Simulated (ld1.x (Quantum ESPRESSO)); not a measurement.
indium (In): one change to an ultrasoft potential, before and after

- Element: indium
- Generator: ld1.x (Quantum ESPRESSO) 7.5
- Type: ultrasoft
- Functional: PBEsol
- Relativity: fully relativistic
- Frozen core: [Kr]
- Valence charge: 13
- Reference configuration: 4d10 5s1.5 5p1.5
- Partial waves: 5s (bound): rcut 2.00, rcutus 2.35 bohr; 5s channel at 1.7 Ry: rcut 2.00, rcutus 2.35 bohr; 5p (bound): rcut 2.60, rcutus 2.80 bohr; 5p channel at 1.25 Ry: rcut 2.60, rcutus 2.80 bohr; 4d (bound): rcut 1.45, rcutus 1.85 bohr; 4d channel at 1.3 Ry: rcut 1.45, rcutus 1.85 bohr
- Local potential: all-electron potential smoothed inside 2.10 bohr (lloc = -1)
- Core correction: none
- Augmentation charge: PSQ, radius 1.55 bohr

Open shells are filled in proportion to 2j + 1 (rel_dist='average').

All-electron outer shells of the reference configuration (PBEsol, scalar-relativistic, ld1.x):

| shell | level (eV) | outermost node (bohr) | outermost maximum (bohr) |
| --- | --- | --- | --- |
| 4s | -120.37 | 0.41 | 0.77 |
| 4p | -78.88 | 0.42 | 0.82 |
| 4d | -19.42 | 0.40 | 0.94 |
| 5s | -8.77 | 1.02 | 2.13 |
| 5p | -2.89 | 1.14 | 2.81 |

Change: waves 5p (bound): rcut 2.60, rcutus 3.86 bohr; 5p channel at 1.25 Ry: rcut 2.60, rcutus 3.86 bohr.

Cutoffs: the cutoffs (Ry, on a coarse ladder) from which the occupation-weighted sum of valence levels, in a spherical-Bessel basis at the reference potential, stays within 10 and 1 mRy of its value at 400 Ry; they do not see the model core or the augmentation charge, which bear on the density cutoff. Errors are all-electron minus pseudo energies relative to the spin-unpolarised reference configuration.

What does the change do?

The potential gets neither clearly harder nor softer (35 Ry and 55 Ry → 35 Ry and 55 Ry); of the 7 tests that both files solve, the error grows in 2 and shrinks in 0 by more than 15 % and 0.3 meV (median size 0.4 → 0.4 meV); neither file shows a bound ghost.

| quantity | base | changed |
| --- | --- | --- |
| cutoff, loose | 35 Ry | 35 Ry |
| cutoff, tight | 55 Ry | 55 Ry |
| bound ghosts | none | none |
| error for 4d10 5s2 5p1, meV [ΔE -2.90 eV] | +0.4 | +0.4 |
| error for 4d10 5s2 5p0, meV [ΔE 2.47 eV] | +0.4 | +0.4 |
| error for 4d10 5s1 5p0, meV [ΔE 21.75 eV] | +7.0 | +7.0 |
| error for 4d10 5s2 5p0.5, meV [ΔE -0.95 eV] | +0.3 | +0.3 |
| error for 4d10 5s1 5p1, meV [ΔE 9.11 eV] | +0.8 | +1.1 |
| error for 4d10 5s2 5p1.3, meV [ΔE -3.43 eV] | +0.2 | +0.3 |
| error for 4d10 5s0 5p3, meV [ΔE 9.09 eV] | +4.4 | +5.8 |
| lowest overlap eigenvalue by channel | s 0.42, p1/2 0.51, p3/2 0.51, d3/2 0.13, d5/2 0.13 | s 0.42, p1/2 0.10, p3/2 0.13, d3/2 0.13, d5/2 0.13 |
